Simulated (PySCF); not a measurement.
PySCF input (HF/def2-TZVPD):

```python
from pyscf import gto, scf, dft

mol = gto.M(
    atom='''
    Ga   -0.00000000   -0.00000000   -0.05281953
    H     0.00000000    0.00000000    1.63740538
    ''',
    basis='def2-tzvpd',
    charge=1,
    spin=1,
    symmetry='C2v',
    verbose=4,
)

mf = scf.UHF(mol).density_fit(auxbasis='def2-universal-jkfit')
mf.conv_tol = 1e-9
mf.max_cycle = 100
mf.max_memory = 1500
mf.kernel()
if not mf.converged:
    mf = mf.newton()
    mf.kernel(mf.make_rdm1())
mf.analyze()
```

End of the output:

```
Extra cycle  E= -1923.52853872865  delta_E= -3.87e-12  |g|= 4.35e-07  |ddm|= 3.2e-06
converged SCF energy = -1923.52853872865  <S^2> = 0.79633514  2S+1 = 2.0458105
**** SCF Summaries ****
Total Energy =                       -1923.528538728652165
Nuclear Repulsion Energy =               9.705509273626786
One-electron Energy =                -2695.051319506999334
Two-electron Energy =                  761.817271504720338
Two-electron Coulomb Energy =          835.502867302165214
DFT Exchange-Correlation Energy =      -73.685595797444876
HOMO-LUMO gap [eV] =                    10.530788764166095
Wave-function symmetry = A1
alpha occupancy for each irrep:     A1   A2   B1   B2
                                     9    1    3    3
beta  occupancy for each irrep:     A1   A2   B1   B2
                                     8    1    3    3
**** MO energy ****
alpha MO #1 (A1 #1), energy= -379.128982411349 occ= 1
alpha MO #2 (A1 #2), energy= -48.4783809739565 occ= 1
alpha MO #3 (B1 #1), energy= -42.8046528812414 occ= 1
alpha MO #4 (B2 #1), energy= -42.8046528812413 occ= 1
alpha MO #5 (A1 #3), energy= -42.8037146486414 occ= 1
alpha MO #6 (A1 #4), energy= -6.70568719224016 occ= 1
alpha MO #7 (B1 #2), energy= -4.79437344266129 occ= 1
alpha MO #8 (B2 #2), energy= -4.79437344266129 occ= 1
alpha MO #9 (A1 #5), energy= -4.79188475620131 occ= 1
alpha MO #10 (A1 #6), energy= -1.50680381916094 occ= 1
alpha MO #11 (A2 #1), energy= -1.5068038191609 occ= 1
alpha MO #12 (A1 #7), energy= -1.50219324359291 occ= 1
alpha MO #13 (B1 #3), energy= -1.50055753934298 occ= 1
alpha MO #14 (B2 #3), energy= -1.50055753934298 occ= 1
alpha MO #15 (A1 #8), energy= -0.831921817413125 occ= 1
alpha MO #16 (A1 #9), energy= -0.63697683866785 occ= 1
alpha MO #17 (B1 #4), energy= -0.20339218850235 occ= 0
alpha MO #18 (B2 #4), energy= -0.203392188502351 occ= 0
alpha MO #19 (A1 #10), energy= -0.0944317966702179 occ= 0
alpha MO #20 (A1 #11), energy= -0.0841687904044432 occ= 0
alpha MO #21 (B1 #5), energy= -0.0380944830063261 occ= 0
alpha MO #22 (B2 #5), energy= -0.0380944830063261 occ= 0
alpha MO #23 (A1 #12), energy= -0.0339126735484747 occ= 0
alpha MO #24 (A2 #2), energy= -0.0339126735484743 occ= 0
alpha MO #25 (A1 #13), energy= -0.00390919646894261 occ= 0
alpha MO #26 (A1 #14), energy= 0.0378173594118234 occ= 0
alpha MO #27 (B1 #6), energy= 0.122644110371684 occ= 0
alpha MO #28 (B2 #6), energy= 0.122644110371692 occ= 0
alpha MO #29 (B1 #7), energy= 0.14565988833425 occ= 0
alpha MO #30 (B2 #7), energy= 0.145659888334245 occ= 0
alpha MO #31 (A1 #15), energy= 0.171832093388581 occ= 0
alpha MO #32 (A1 #16), energy= 0.172147896841385 occ= 0
alpha MO #33 (A2 #3), energy= 0.172147896841396 occ= 0
alpha MO #34 (B1 #8), energy= 0.195632000807183 occ= 0
alpha MO #35 (B2 #8), energy= 0.195632000807183 occ= 0
alpha MO #36 (A1 #17), energy= 0.242075925341393 occ= 0
alpha MO #37 (A1 #18), energy= 0.38935882127726 occ= 0
alpha MO #38 (A1 #19), energy= 0.425186373718671 occ= 0
alpha MO #39 (B1 #9), energy= 0.800540719346549 occ= 0
alpha MO #40 (B2 #9), energy= 0.800540719346551 occ= 0
alpha MO #41 (A1 #20), energy= 0.807952562262336 occ= 0
alpha MO #42 (A2 #4), energy= 0.807952562262313 occ= 0
alpha MO #43 (B1 #10), energy= 0.833707200598381 occ= 0
alpha MO #44 (B2 #10), energy= 0.833707200598381 occ= 0
alpha MO #45 (A1 #21), energy= 0.839432172555645 occ= 0
alpha MO #46 (A2 #5), energy= 0.839432172555632 occ= 0
alpha MO #47 (A1 #22), energy= 0.847686063153803 occ= 0
alpha MO #48 (B1 #11), energy= 0.889103709885674 occ= 0
alpha MO #49 (B2 #11), energy= 0.889103709885676 occ= 0
alpha MO #50 (A1 #23), energy= 1.03243127387077 occ= 0
alpha MO #51 (B1 #12), energy= 1.74616605054787 occ= 0
alpha MO #52 (B2 #12), energy= 1.74616605054788 occ= 0
alpha MO #53 (A1 #24), energy= 2.17905868787511 occ= 0
alpha MO #54 (A1 #25), energy= 2.36239816870669 occ= 0
alpha MO #55 (A2 #6), energy= 2.36239816870648 occ= 0
alpha MO #56 (A1 #26), energy= 2.36806778973786 occ= 0
alpha MO #57 (B1 #13), energy= 2.39009142724963 occ= 0
alpha MO #58 (B2 #13), energy= 2.39009142724964 occ= 0
alpha MO #59 (A1 #27), energy= 2.79201830067401 occ= 0
alpha MO #60 (B1 #14), energy= 3.34808142961353 occ= 0
alpha MO #61 (B2 #14), energy= 3.34808142961355 occ= 0
alpha MO #62 (A1 #28), energy= 3.72384629925457 occ= 0
alpha MO #63 (A1 #29), energy= 4.62707837305886 occ= 0
beta  MO #1 (A1 #1), energy= -379.127296438175 occ= 1
beta  MO #2 (A1 #2), energy= -48.4770494813387 occ= 1
beta  MO #3 (B1 #1), energy= -42.8045645549624 occ= 1
beta  MO #4 (B2 #1), energy= -42.8045645549624 occ= 1
beta  MO #5 (A1 #3), energy= -42.8014218336843 occ= 1
beta  MO #6 (A1 #4), energy= -6.70108316990584 occ= 1
beta  MO #7 (B1 #2), energy= -4.79302241875914 occ= 1
beta  MO #8 (B2 #2), energy= -4.79302241875915 occ= 1
beta  MO #9 (A1 #5), energy= -4.78659162243344 occ= 1
beta  MO #10 (A1 #6), energy= -1.50585514982547 occ= 1
beta  MO #11 (A2 #1), energy= -1.50585514982543 occ= 1
beta  MO #12 (B1 #3), energy= -1.49906385145404 occ= 1
beta  MO #13 (B2 #3), energy= -1.49906385145404 occ= 1
beta  MO #14 (A1 #7), energy= -1.49663355497762 occ= 1
beta  MO #15 (A1 #8), energy= -0.729171262351179 occ= 1
beta  MO #16 (A1 #9), energy= -0.249977486395749 occ= 0
beta  MO #17 (B1 #4), energy= -0.18504239305519 occ= 0
beta  MO #18 (B2 #4), energy= -0.185042393055191 occ= 0
beta  MO #19 (A1 #10), energy= -0.0885988701113316 occ= 0
beta  MO #20 (A1 #11), energy= -0.04909988262086 occ= 0
beta  MO #21 (A1 #12), energy= -0.0327082223962947 occ= 0
beta  MO #22 (A2 #2), energy= -0.032708222396296 occ= 0
beta  MO #23 (B1 #5), energy= -0.0319787739550281 occ= 0
beta  MO #24 (B2 #5), energy= -0.0319787739550268 occ= 0
beta  MO #25 (A1 #13), energy= 0.0137021223860545 occ= 0
beta  MO #26 (A1 #14), energy= 0.0694523946614556 occ= 0
beta  MO #27 (B1 #6), energy= 0.132176336695591 occ= 0
beta  MO #28 (B2 #6), energy= 0.132176336695605 occ= 0
beta  MO #29 (B1 #7), energy= 0.165139714242485 occ= 0
beta  MO #30 (B2 #7), energy= 0.165139714242487 occ= 0
beta  MO #31 (A1 #15), energy= 0.176876904479308 occ= 0
beta  MO #32 (A2 #3), energy= 0.176876904479319 occ= 0
beta  MO #33 (A1 #16), energy= 0.196183013337214 occ= 0
beta  MO #34 (B1 #8), energy= 0.205205441578549 occ= 0
beta  MO #35 (B2 #8), energy= 0.205205441578551 occ= 0
beta  MO #36 (A1 #17), energy= 0.25383681975396 occ= 0
beta  MO #37 (A1 #18), energy= 0.414862346718074 occ= 0
beta  MO #38 (A1 #19), energy= 0.47493863240136 occ= 0
beta  MO #39 (B1 #9), energy= 0.81051410485593 occ= 0
[...]
```
